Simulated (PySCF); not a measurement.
Nuclear quadrupole coupling in `C#C[Si@H](Cl)S/C=C\C`

C5H7ClSSi.
Cartesian coordinates in Å at the GFN2-xTB level; atoms count from 1:
```
atom  x, y, z in Å
C1     3.0983    1.1835    0.7338
C2     2.6976    0.0882    0.4400
Si3    1.9510   -1.5320   -0.0451
Cl4    3.0385   -2.4464   -1.4650
S5     0.0061   -1.1015   -0.8771
C6    -0.6641   -0.0818    0.4042
C7    -1.8011    0.5875    0.2855
C8    -2.6775    0.5987   -0.9179
H9     3.4698    2.1328    0.9950
H10    1.7982   -2.3746    1.1347
H11   -0.0700   -0.0449    1.3026
H12   -2.1353    1.1815    1.1263
H13   -2.8410    1.6227   -1.2520
H14   -3.6494    0.1670   -0.6797
H15   -2.2257    0.0272   -1.7242
```

Field gradients from the PBE0/pcSseg-1 density (PySCF, non-relativistic), principal values in atomic units, ordered |Vxx| ≤ |Vyy| ≤ |Vzz|:

```json
{"atom": "Cl4", "Vxx": "-1.0573", "Vyy": "-1.1962", "Vzz": "2.2534"}
{"atom": "S5", "Vxx": "0.0930", "Vyy": "1.9425", "Vzz": "-2.0355"}
```

Problem. Find the asymmetry η = (Vxx − Vyy)/Vzz and the couplings χ = eQV/h (234.96 MHz × Q in barn × V in au), with Q(35Cl) = −0.0817 b, Q(33S) = −0.0678 b.

Solution. 
```
atom                environment  nucleus     η  χzz (MHz)  χxx (MHz)  χyy (MHz)
 Cl4     silicon-bound chlorine     35Cl  0.06     -43.26      20.30      22.96
  S5  sulfur bonded to C and Si      33S  0.91      32.43      -1.48     -30.94
```

At S5 η is above 0.9: Vyy and Vzz are nearly equal in size and opposite in sign, so a small change could swap them and flip the sign of χzz. The tensor is traceless: Vxx + Vyy + Vzz = 0.

Problem. What is Vzz at Cl4 in SI units (1 au = 9.71736 × 10²¹ V/m²)?

Solution. 2.2534 au = 21.897 × 10²¹ V/m².

Problem. And the gradient at the other heavy atoms, for which no coupling is worked out here?

Solution. 
```csv
atom,environment,Vzz (au),η
C1,terminal alkyne carbon,-0.378,0.12
C2,alkyne carbon,-0.328,0.02
Si3,chlorine-bound silicon,-0.520,0.60
C6,alkene CH carbon,-0.295,0.31
C7,alkene CH carbon,0.258,0.38
C8,allylic carbon,0.062,0.68
```

Problem. What couplings would deuterons (Q(2H) = 0.00286 b) have in place of the hydrogens, at this geometry?

Solution. 
```
atom  bonded to  bond length (Å)  Vzz (au)     η  χzz (kHz)
  H9         C1            1.052    0.3854  0.01        259
 H10        Si3            1.458    0.1618  0.03        109
 H11         C6            1.078    0.3304  0.12        222
 H12         C7            1.082    0.3248  0.07        218
 H13         C8            1.089    0.3118  0.02        210
 H14         C8            1.090    0.3114  0.02        209
 H15         C8            1.087    0.3103  0.05        209
```

Geometry: GFN2-xTB, one conformer, isolated molecule. GFN2-xTB bond lengths can be off by several hundredths of an ångström, more for odd bonds, and the gradients follow them. The basis is small and wasn't made for field gradients, so the couplings can be 20 % off.
